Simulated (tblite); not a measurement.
Compound: C₅H₁₁GeO (doublet state).
Numbering: `[CH3:1][C:2](=[O:3])[CH2:4][C@H:5]([CH3:6])[GeH2:7]` (hydrogens: H8, H9, H10 on C1; H11, H12 on C4; H13 on C5; H14, H15, H16 on C6; H17, H18 on Ge7)
Bond orders are those of one Lewis drawing.

Computed with GFN2-xTB (tblite), gas phase: L-BFGS steps from a force-field or distance-geometry start until the largest atomic force falls under 0.01 eV/Å.

Step 75: E = -605.3417 eV
```
atom  x, y, z in Å  |  force x, y, z in eV/Å
C1      2.6622    0.3778   -0.5811    0.019   0.000  -0.004
C2      1.3725    0.1575    0.1662    0.010  -0.003   0.030
O3      1.2347    0.4422    1.3295   -0.012   0.014  -0.032
C4      0.2484   -0.4207   -0.6569    0.004  -0.001  -0.009
C5     -1.0605   -0.4537    0.1070   -0.002  -0.016  -0.010
C6     -2.1495   -1.1558   -0.6803   -0.006   0.000   0.006
Ge7    -1.6093    1.5066    0.4405    0.004   0.008   0.012
H8      3.5017    0.4154    0.1079   -0.008   0.001   0.015
H9      2.5910    1.3424   -1.0823    0.005   0.012  -0.008
H10     2.8270   -0.3861   -1.3356   -0.012  -0.013   0.009
H11     0.1421    0.1598   -1.5778    0.026   0.017  -0.012
H12     0.5382   -1.4382   -0.9484    0.002   0.004  -0.017
H13    -0.9048   -0.9391    1.0708   -0.011  -0.017  -0.012
H14    -1.8277   -2.1519   -0.9882   -0.008  -0.011   0.024
H15    -2.3928   -0.5879   -1.5791    0.003  -0.003   0.002
H16    -3.0548   -1.2605   -0.0851    0.006   0.023   0.003
H17    -0.3838    2.4047    0.8128   -0.007  -0.017  -0.015
H18    -1.7438    1.9938   -1.0610   -0.015   0.001   0.017
```

Step 76: E = -605.3420 eV
```
atom  x, y, z in Å  |  force x, y, z in eV/Å
C1      2.6641    0.3760   -0.5814    0.010  -0.009  -0.003
C2      1.3725    0.1607    0.1644    0.011  -0.015   0.071
O3      1.2336    0.4482    1.3273   -0.003   0.013  -0.061
C4      0.2487   -0.4189   -0.6577    0.004  -0.004  -0.012
C5     -1.0607   -0.4530    0.1063    0.001  -0.022  -0.016
C6     -2.1499   -1.1558   -0.6802   -0.003  -0.009   0.004
Ge7    -1.6113    1.5056    0.4421    0.004   0.009   0.010
H8      3.5028    0.4107    0.1090   -0.010   0.004   0.012
H9      2.5952    1.3411   -1.0818    0.013   0.017  -0.013
H10     2.8282   -0.3882   -1.3364   -0.019  -0.002   0.021
H11     0.1439    0.1621   -1.5785    0.015   0.009  -0.012
H12     0.5404   -1.4363   -0.9480   -0.006   0.010  -0.020
H13    -0.9048   -0.9399    1.0694   -0.006  -0.015  -0.012
H14    -1.8289   -2.1530   -0.9866   -0.006  -0.006   0.026
H15    -2.3935   -0.5900   -1.5800    0.005   0.003   0.001
H16    -3.0554   -1.2594   -0.0848    0.009   0.025   0.003
H17    -0.3863    2.4034    0.8150   -0.008  -0.013  -0.015
H18    -1.7474    1.9930   -1.0590   -0.015   0.003   0.018
```

Step 77: E = -605.3428 eV
```
atom  x, y, z in Å  |  force x, y, z in eV/Å
C1      2.6694    0.3684   -0.5831   -0.004  -0.002   0.008
C2      1.3733    0.1683    0.1596    0.003  -0.026   0.126
O3      1.2312    0.4681    1.3197    0.010   0.011  -0.094
C4      0.2493   -0.4134   -0.6595    0.004  -0.007  -0.012
C5     -1.0604   -0.4504    0.1053    0.008  -0.028  -0.025
C6     -2.1483   -1.1569   -0.6804    0.003  -0.015  -0.003
Ge7    -1.6196    1.5037    0.4470    0.008   0.002   0.011
H8      3.5057    0.3913    0.1108   -0.008   0.012   0.005
H9      2.6108    1.3364   -1.0798    0.030   0.010  -0.014
H10     2.8279   -0.3956   -1.3397   -0.027   0.006   0.027
H11     0.1468    0.1696   -1.5795   -0.006  -0.007  -0.014
H12     0.5440   -1.4306   -0.9486   -0.017   0.015  -0.032
H13    -0.9045   -0.9406    1.0668    0.007  -0.006  -0.010
H14    -1.8273   -2.1555   -0.9813   -0.001  -0.009   0.026
H15    -2.3911   -0.5967   -1.5834    0.005   0.016  -0.006
H16    -3.0548   -1.2578   -0.0862    0.004   0.025   0.009
H17    -0.3994    2.4050    0.8230   -0.007  -0.007  -0.017
H18    -1.7620    1.9930   -1.0520   -0.013   0.009   0.015
```

Step 78: E = -605.3434 eV
```
atom  x, y, z in Å  |  force x, y, z in eV/Å
C1      2.6740    0.3603   -0.5846   -0.016   0.003   0.014
C2      1.3741    0.1750    0.1559   -0.003  -0.027   0.123
O3      1.2296    0.4882    1.3119    0.014   0.014  -0.076
C4      0.2498   -0.4081   -0.6608    0.004  -0.007  -0.010
C5     -1.0600   -0.4481    0.1046    0.014  -0.027  -0.026
C6     -2.1456   -1.1584   -0.6807    0.007  -0.017  -0.010
Ge7    -1.6280    1.5026    0.4524    0.004  -0.015   0.010
H8      3.5080    0.3708    0.1120    0.001   0.017   0.000
H9      2.6272    1.3309   -1.0777    0.038   0.003  -0.012
H10     2.8249   -0.4035   -1.3430   -0.028   0.010   0.030
H11     0.1491    0.1778   -1.5796   -0.023  -0.019  -0.014
H12     0.5457   -1.4245   -0.9507   -0.021   0.014  -0.040
H13    -0.9039   -0.9416    1.0646    0.020   0.005  -0.007
H14    -1.8228   -2.1584   -0.9753   -0.005  -0.009   0.026
H15    -2.3859   -0.6034   -1.5873    0.002   0.023  -0.011
H16    -3.0534   -1.2562   -0.0885    0.001   0.022   0.011
H17    -0.4138    2.4084    0.8298    0.002   0.001  -0.016
H18    -1.7780    1.9946   -1.0441   -0.011   0.011   0.011
```

**Question.** Estimate the geometry and energy of step 79. (The exact step hangs on the optimiser's Hessian estimate; all steps are aligned on step 78, rigid shifts and turns removed.)

**Answer.** E = -605.3441 eV, largest force 0.078 eV/Å
```
atom  x, y, z in Å  |  force x, y, z in eV/Å
C1      2.6780    0.3519   -0.5857   -0.019   0.009   0.020
C2      1.3755    0.1801    0.1530   -0.016  -0.016   0.075
O3      1.2287    0.5083    1.3039    0.006   0.018  -0.021
C4      0.2507   -0.4031   -0.6623    0.002  -0.007  -0.007
C5     -1.0589   -0.4461    0.1038    0.015  -0.021  -0.022
C6     -2.1420   -1.1601   -0.6813    0.006  -0.007  -0.015
Ge7    -1.6362    1.5013    0.4582    0.001  -0.034   0.011
H8      3.5093    0.3503    0.1136    0.019   0.020  -0.002
H9      2.6438    1.3247   -1.0758    0.041   0.001  -0.008
H10     2.8207   -0.4111   -1.3459   -0.020   0.001   0.022
H11     0.1515    0.1857   -1.5796   -0.037  -0.024  -0.010
H12     0.5463   -1.4184   -0.9546   -0.018   0.004  -0.046
H13    -0.9028   -0.9430    1.0622    0.032   0.017  -0.005
H14    -1.8176   -2.1619   -0.9676   -0.012  -0.012   0.023
H15    -2.3785   -0.6108   -1.5923    0.000   0.023  -0.013
H16    -3.0516   -1.2523   -0.0913   -0.003   0.013   0.008
H17    -0.4285    2.4133    0.8359    0.011   0.006  -0.016
H18    -1.7973    1.9975   -1.0351   -0.007   0.011   0.008
```

The energy changes by -0.0007 eV. The first-order estimate −F·Δx gives -0.0010 eV and the mean of the old and new forces, exact on a quadratic surface, -0.0007 eV. The step makes an angle of 84° with the force vector and moves no atom by more than 0.022 Å.

The cost below is that of the whole relaxation. On one thread of an Arm Neoverse V2, shared host with 96 logical CPUs at a one-minute load of 38, this took 1.1 s of wall time.
